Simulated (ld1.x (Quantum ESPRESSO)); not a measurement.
## Nb (Z = 41), RRKJ: configuration errors across variants

ld1.x (Quantum ESPRESSO) 7.5 input, shortened:

```
&input
   title='Nb', zed=41., rel=1, dft='PBE', iswitch=3,
   config='[Kr] 4d4 5s1 5p0'
 /
 &inputp
   pseudotype=2, tm=.false., lloc=0,
   nlcc=.false.
 /
3
5P  2  1   0.00   0.00  3.80  3.80  0.0
4D  3  2   4.00   0.00  2.50  2.50  0.0
5S  1  0   1.00   0.00  2.95  2.95  0.0
 &test
   configts(1)='4d4 5s1 5p0'
 /
```

All-electron excitation energies from the reference (eV): (1) 4d4 5s0 5p0 6.637; (2) 4d3 5s0 5p0 20.677; (3) 4d2 5s0 5p0 45.402; (4) 4d3 5s1 5p0 7.018; (5) 4d3 5s2 5p0 -0.516; (6) 4d3 5s1 5p1 2.791; (7) 4d1 5s0 5p0 82.308.

Errors AE − PS in meV (a dash: test not solved or not reliable):

```tsv
change	(1)	(2)	(3)	(4)	(5)	(6)	(7)	bound ghosts
base	+25	+32	+13	-31	-22	-58	+374	none
core correction a·sin(br)/r model core inside 1.36 bohr	-14	-118	-570	-66	-75	-104	-1407	none
core correction a·sin(br)/r model core inside 1.66 bohr	-14	-118	-565	-65	-73	-103	-1379	none
core correction a·sin(br)/r model core inside 2.60 bohr	-1.8	-81	-319	-45	-37	-74	-460	none
core correction a·sin(br)/r model core inside 2.90 bohr	+4.5	-50	-199	-40	-29	-66	-118	none
```

Question: Give the same row for: core correction a·sin(br)/r model core inside 2.20 bohr.

Answer: -9.0, -109, -468, -55, -54, -89, -976; bound ghosts: none.
